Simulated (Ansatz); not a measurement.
The same molecule with X = Ti, Zr, Hf. Ansatz, PBE0-D4/def2-TZVP geometries, multiplicity 1. Each molecule was computed in one conformer, which needn't be the lowest.

Elements past krypton have def2 core potentials. Scalar relativity is left out up to krypton.

```json
{"X": "Ti", "molecule": "`[OH][Ti]([OH])([OH])[F]`", "mean X–F bond length / Å": "1.768", "mean X–O bond length / Å": "1.790", "LUMO energy (ωB97M-V/def2-TZVPP) / eV": "0.66", "HOMO energy (PBE0/def2-TZVPP) / eV": "-9.31", "LUMO energy (PBE/def2-TZVPP) / eV": "-2.56"}
{"X": "Zr", "molecule": "`[OH][Zr]([OH])([OH])[F]`", "mean X–F bond length / Å": "1.921", "mean X–O bond length / Å": "1.920", "LUMO energy (ωB97M-V/def2-TZVPP) / eV": "0.60", "HOMO energy (PBE0/def2-TZVPP) / eV": "-8.95", "LUMO energy (PBE/def2-TZVPP) / eV": "-0.88"}
```

(1) Give the row for X = Hf, `[OH][Hf]([OH])([OH])[F]`. (An estimate is asked.)

## Answers

(1) Computed: 
| X | molecule | mean X–F bond length / Å | mean X–O bond length / Å | LUMO energy (ωB97M-V/def2-TZVPP) / eV | HOMO energy (PBE0/def2-TZVPP) / eV | LUMO energy (PBE/def2-TZVPP) / eV |
| --- | --- | --- | --- | --- | --- | --- |
| Hf | `[OH][Hf]([OH])([OH])[F]` | 1.923 | 1.923 | 0.97 | -8.99 | -0.87 |

From Ti to Hf the mean X–F bond length rises at each step, by 0.155 Å in all; the mean X–O bond length rises at each step, by 0.133 Å in all; the LUMO energy (ωB97M-V/def2-TZVPP) isn't monotonic: highest at Hf, lowest at Zr; the HOMO energy (PBE0/def2-TZVPP) isn't monotonic: highest at Zr, lowest at Ti; the LUMO energy (PBE/def2-TZVPP) rises at each step, by 1.69 eV in all.
